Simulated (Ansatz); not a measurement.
Geometry optimisation, Ansatz, RKS B3LYP-D4/def2-SVP.

input.yaml

```yaml
crystal:
  periodic: [false, false, false]
  atoms:
    - { symbol: Al, position_ang: [-0.0101, -0.3684, -0.1669] }
    - { symbol: "N", position_ang: [-0.3383, 1.8442, -0.0942] }
    - { symbol: C, position_ang: [0.4619, -1.062, 1.6247] }
    - { symbol: "N", position_ang: [-0.8832, -1.0672, -1.5428] }
    - { symbol: H, position_ang: [0.7983, 1.4286, -0.661] }
    - { symbol: F, position_ang: [1.6329, 0.6374, -1.0313] }
    - { symbol: H, position_ang: [-0.9081, 2.3241, -0.7747] }
    - { symbol: H, position_ang: [-0.1462, 2.4623, 0.6795] }
    - { symbol: H, position_ang: [0.9707, -0.2895, 2.2084] }
    - { symbol: H, position_ang: [1.1295, -1.9253, 1.5942] }
    - { symbol: H, position_ang: [-0.4208, -1.3641, 2.1926] }
    - { symbol: H, position_ang: [-1.6915, -1.6721, -1.5237] }
    - { symbol: H, position_ang: [-0.5951, -0.948, -2.5048] }
basis:
  gaussian: { orbitals: def2-SVP }
hamiltonian:
  xc: b3lyp
  dispersion: d4
relax:
  f_tol: 0.15
  max_steps: 25
  restrain:
    - { distance: [0, 5], at: 3.08, k: 30.0 }
    - { distance: [4, 1], at: 2.32, k: 30.0 }
    - { distance: [0, 1], at: 1.92, k: 30.0 }
    - { distance: [4, 5], at: 0.88, k: 30.0 }
```

Command:

```bash
$ ansatz run input.yaml --threads 2 --pin off --max-ram 3072MiB --backend cpu --events-out ev --progress --plain --runs-dir out
```

Where does it end, and by what steps?

It converged. The restraints hold the end off the free minimum. After 12 steps the energy has risen by 0.194 eV (the restraints' own energy left out); H5 moved furthest, 0.91 Å. Joined: H5–F6 (1.21 → 0.92 Å).

| step | energy less start (eV) | largest force component (eV/Å) | accepted |
| --- | --- | --- | --- |
| 0 | 0.0000 | 2.820 | yes |
| 1 | 0.6354 | 2.680 | yes |
| 2 | 0.8127 | 2.760 | yes |
| 3 | 0.9054 | 2.681 | yes |
| 4 | 0.5285 | 1.711 | yes |
| 5 | 0.4040 | 1.494 | yes |
| 6 | 0.3408 | 1.439 | yes |
| 7 | 0.2675 | 1.376 | yes |
| 8 | 0.2232 | 1.294 | yes |
| 9 | 0.1979 | 1.286 | yes |
| 10 | 0.1962 | 1.297 | yes |
| 11 | 0.1993 | 1.306 | no |
| 12 | 0.1942 | 1.327 | yes |

```xyz
13
Properties=species:S:1:pos:R:3
Al -0.385 -0.164 -0.016
N -0.466 1.711 -0.100
C 0.316 -1.007 1.597
N -1.036 -1.054 -1.406
H 1.661 1.451 -0.948
F 2.309 0.826 -1.125
H -1.045 2.209 -0.772
H -0.356 2.279 0.736
H 0.948 -0.305 2.165
H 0.931 -1.892 1.361
H -0.491 -1.342 2.271
H -0.990 -2.066 -1.499
H -1.395 -0.645 -2.264
```

Run time: 35 s on 2 threads of Intel(R) Xeon(R) Platinum 8375C CPU @ 2.90GHz (Ice Lake), on a shared host, peak memory 0.27 GiB.
